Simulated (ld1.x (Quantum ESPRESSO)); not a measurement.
**What one change does to a pseudopotential (lead, ultrasoft)**

ld1.x (Quantum ESPRESSO) 7.5 input, shortened:

```
&input
   title='Pb', zed=82., rel=1, dft='PZ', iswitch=3,
   config='[Xe] 4f14 5d10 6s2 6p2'
 /
 &inputp
   pseudotype=3, tm=.true., lloc=-2, rcloc=2.35,
   nlcc=.false.
 /
4
6S  1  0   2.00   0.00  1.70  2.10  0.0
6S  1  0   0.00  -0.05  1.70  2.10  0.0
6P  2  1   2.00   0.00  2.10  2.85  0.0
6P  2  1   0.00   0.65  2.10  2.85  0.0
 &test
   configts(1)='6s2 6p2'
 /
```

Change: core correction a·sin(br)/r model core inside 0.88 bohr.

Cutoffs: the cutoffs (Ry, on a coarse ladder) from which the occupation-weighted sum of valence levels, in a spherical-Bessel basis at the reference potential, stays within 10 and 1 mRy of its value at 400 Ry; they do not see the model core or the augmentation charge, which bear on the density cutoff. Errors are all-electron minus pseudo energies relative to the spin-unpolarised reference configuration.

Problem. What does the change do?

Solution. Both files are so soft that the ladder of cutoffs tells neither apart; of the 9 tests that both files solve, the error grows in 6 and shrinks in 3 by more than 15 % and 0.3 meV (median size 44.0 → 20.7 meV); neither file shows a bound ghost. A model core, the more so a compact one, raises the density cutoff, which this test does not measure.

| quantity | base | changed |
| --- | --- | --- |
| cutoff, loose | 8 Ry | 8 Ry |
| cutoff, tight | 10 Ry | 10 Ry |
| bound ghosts | none | none |
| error for 6s2 6p1, meV [ΔE 6.83 eV] | +6.5 | -18 |
| error for 6s2 6p0, meV [ΔE 20.59 eV] | +63 | -121 |
| error for 6s1 6p0, meV [ΔE 53.47 eV] | +251 | -618 |
| error for 6s1 6p2, meV [ΔE 16.43 eV] | +4.5 | -93 |
| error for 6s2 6p1.5, meV [ΔE 2.61 eV] | +0.7 | -3.6 |
| error for 6s2 6p2.3, meV [ΔE -0.86 eV] | +0.7 | 0.0 |
| error for 6s0 6p4, meV [ΔE 18.03 eV] | +93 | -148 |
| error for 6s2 6p2 (spin-polarised), meV [ΔE -0.45 eV] | +88 | -4.7 |
| error for 6s2 6p1 (spin-polarised), meV [ΔE 6.69 eV] | +44 | -21 |
| s: phases at 3.12 bohr within 0.05 rad from the reference energy up to (Ry; the scan ends near 5) | to the end of the scan | to the end of the scan |
| p: phases at 3.12 bohr within 0.05 rad from the reference energy up to (Ry; the scan ends near 5) | 3.4 | 3.4 |
| lowest overlap eigenvalue by channel | s 0.34, p 0.54 | s 0.34, p 0.54 |
